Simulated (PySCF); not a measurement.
C3H7FSi, SMILES FC1C[SiH2]C1.

Coordinates come from a ωB97X-D3(BJ)/def2-SVP optimisation. This is a generated structure with no PubChem entry under its InChIKey; it may be hypothetical.

Computed with PySCF with TDDFT-PBE/def2-SVPD.

Vertical excitations. The molecule is in vacuum. State labels are in the subgroup Cs.

```json
[
 {"state": "S1", "symmetry": "A\"", "energy (eV)": "6.69", "λ (nm)": "185", "f": "0.007", "main pairs": "HOMO→LUMO 98 %"},
 {"state": "S2", "symmetry": "A'", "energy (eV)": "7.04", "λ (nm)": "176", "f": "0.053", "main pairs": "HOMO−1→LUMO 46 %, HOMO→LUMO+1 41 %, HOMO→LUMO+2 9 %"},
 {"state": "S3", "symmetry": "A'", "energy (eV)": "7.12", "λ (nm)": "174", "f": "0.019", "main pairs": "HOMO→LUMO+1 58 %, HOMO−1→LUMO 35 %"},
 {"state": "S4", "symmetry": "A\"", "energy (eV)": "7.15", "λ (nm)": "173", "f": "0.002", "main pairs": "HOMO−1→LUMO+1 97 %"},
 {"state": "S5", "symmetry": "A\"", "energy (eV)": "7.37", "λ (nm)": "168", "f": "0.004", "main pairs": "HOMO−1→LUMO+2 96 %"},
 {"state": "S6", "symmetry": "A'", "energy (eV)": "7.38", "λ (nm)": "168", "f": "0.017", "main pairs": "HOMO−2→LUMO 74 %, HOMO→LUMO+2 17 %"},
 {"state": "S7", "symmetry": "A'", "energy (eV)": "7.41", "λ (nm)": "167", "f": "0.051", "main pairs": "HOMO→LUMO+2 69 %, HOMO−2→LUMO 23 %"},
 {"state": "S8", "symmetry": "A'", "energy (eV)": "7.68", "λ (nm)": "161", "f": "0.069", "main pairs": "HOMO→LUMO+3 94 %"},
 {"state": "S9", "symmetry": "A\"", "energy (eV)": "7.70", "λ (nm)": "161", "f": "0.010", "main pairs": "HOMO−2→LUMO+1 99 %"},
 {"state": "S10", "symmetry": "A\"", "energy (eV)": "7.71", "λ (nm)": "161", "f": "0.003", "main pairs": "HOMO−3→LUMO 68 %, HOMO−1→LUMO+3 28 %"},
 {"state": "T1", "symmetry": "A'", "energy (eV)": "6.27", "λ (nm)": "198", "f": "0", "main pairs": "HOMO−1→LUMO 98 %"},
 {"state": "T2", "symmetry": "A\"", "energy (eV)": "6.43", "λ (nm)": "193", "f": "0", "main pairs": "HOMO→LUMO 98 %"},
 {"state": "T3", "symmetry": "A'", "energy (eV)": "6.87", "λ (nm)": "180", "f": "0", "main pairs": "HOMO→LUMO+1 96 %"},
 {"state": "T4", "symmetry": "A\"", "energy (eV)": "6.95", "λ (nm)": "178", "f": "0", "main pairs": "HOMO−1→LUMO+1 96 %"}
]
```
Triplets are in the Tamm–Dancoff approximation, which puts them higher than full response would, so one can lie above its singlet here.
